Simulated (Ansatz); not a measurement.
`CN(C)N[SiH3]`, charge 0, multiplicity 1.

(1) Give a relaxed structure at PBE0-D4/def2-TZVP (Ansatz). (An estimate is asked.)

Results:

(1) Computed: 
Z-matrix (Å, degrees):
```
C
N 1 1.445
H 1 1.092 2 109.7
H 1 1.105 2 112.2 3 120.3
H 1 1.091 2 109.5 3 -119.2
C 2 1.445 1 112.3 3 -58.1
N 2 1.402 1 111.6 3 176.9
H 6 1.090 2 109.3 1 177.9
H 6 1.104 2 112.2 1 -61.7
H 6 1.092 2 109.5 1 58.6
Si 7 1.718 2 116.3 1 -102.6
H 7 1.016 2 115.2 1 54.0
H 11 1.488 7 106.1 2 176.1
H 11 1.485 7 110.5 2 -64.4
H 11 1.492 7 113.6 2 56.5
```
This is one stationary point; other conformers may exist.
